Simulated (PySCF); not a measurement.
Compound: CH8OSi2.
SMILES: `O(C)[SiH2][SiH3]`

Level of theory: EOM-IP-CCSD/aug-cc-pVDZ in PySCF, restricted Hartree–Fock reference, 12 core orbitals frozen, non-relativistic, gas phase, PBE0-D3(BJ)/def2-SVP geometry.

Hartree–Fock orbital energies give these Koopmans values (eV): HOMO 10.89, HOMO-1 11.87, HOMO-2 12.92, HOMO-3 12.94, HOMO-4 13.07, HOMO-5 13.71, HOMO-6 16.39, HOMO-7 16.92.

What vertical ionisation energies does EOM-IP-CCSD give?

```tsv
leading hole (HF orbital)	Koopmans (eV)	EOM-IP-CCSD (eV)	change (eV)	one-hole share
HOMO	10.89	10.28	-0.61	0.95
HOMO-1	11.87	10.39	-1.48	0.95
HOMO-3	12.94	11.51	-1.43	0.95
HOMO-2	12.92	12.11	-0.81	0.94
HOMO-4	13.07	12.37	-0.70	0.94
HOMO-5	13.71	12.86	-0.85	0.94
HOMO-6	16.39	15.12	-1.27	0.92
HOMO-7	16.92	15.43	-1.49	0.94
```

Does the order of the lines follow the orbital energies?

No: the HOMO-3 hole (11.51 eV) falls below the HOMO-2 hole (12.11 eV). The corrections run from -1.49 to -0.61 eV, with a mean of -1.08 eV over the 8 lines; no line lies above its Koopmans value. Koopmans values leave out both the relaxation of the orbitals and the change in correlation energy.

At what kinetic energies would He I light (21.22 eV) eject these electrons?

10.94 eV (HOMO), 10.83 eV (HOMO-1), 9.71 eV (HOMO-3), 9.11 eV (HOMO-2), 8.85 eV (HOMO-4), 8.36 eV (HOMO-5), 6.10 eV (HOMO-6), 5.79 eV (HOMO-7).

Lines less than 0.15 eV apart could change places at a higher level. One root was sought for each valence orbital with −ε under 21 eV, eight at most, so deeper holes and satellites are missing; no vibrational structure.

The values belong to the conformer `[CH3:1][O:2][SiH2:3][SiH3:4]`: C1–O2–Si3–Si4 179°.
